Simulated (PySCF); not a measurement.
**Ionisation energy of Al⁺ by level of theory**

Al⁺ [Ne] 3s2 (1S) → Al²⁺ [Ne] 3s1 (2S), as a difference of total energies. All numbers are calculated (PySCF 2.14, scalar relativity by spin-free X2C-1e, in jorge-DZP-DKH (7s4p1d, 24 functions)). Correlated levels: valence: [Ne] frozen. The calculations carry no spin-orbit coupling.

```csv
method,ionisation energy (eV),error (eV)
UHF,17.543,-1.286
r2SCAN,18.402,-0.427
B3LYP,18.960,+0.131
MP2 (valence),18.235,-0.594
SCS-MP2 (valence),18.373,-0.456
CCSD (valence),18.591,-0.238
```

Reference: 18.829 eV (measured; NIST Atomic Spectra Database, ionization energies).

Errors of the correlated levels include the incompleteness of this basis and the frozen core.

With two correlated electrons CCSD is exact in that space.
